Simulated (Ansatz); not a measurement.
CdI2, relaxed as a singlet with RKS r2SCAN-D4/def2-TZVP in Ansatz, starting from the GFN1-xTB geometry. Force threshold 0.02 eV/Å.

In the def2 sets Cd, I take a core potential; there is no spin–orbit coupling. The structure comes from a short search, and lower isomers may exist.

Start:

```xyz
3

Cd    0.027   -0.031    0.007
I     0.253   -0.286   -2.610
I    -0.281    0.318    2.603
```

**Question.** Estimate the energy that the relaxation releases and the steps that it takes.

**Answer.** 2.7 kJ/mol, in 3 steps; 3.7 s on 4 threads of Intel Xeon on a shared host. No frequencies were taken in this run, so the end may be a saddle point.

**Question.** Does the start keep its bonding?

**Answer.** By distances, no bond broke or formed. The bond that changes most is Cd1–I2, from 2.64 to 2.59 Å (atoms count from 1).

**Question.** Predict the relaxed structure.

**Answer.** 
```xyz
3

Cd    0.0058   -0.0066    0.0014
I     0.2590   -0.2927   -2.5565
I    -0.2648    0.2994    2.5552
```
Bond lengths: 2 × Cd–I 2.59 Å.
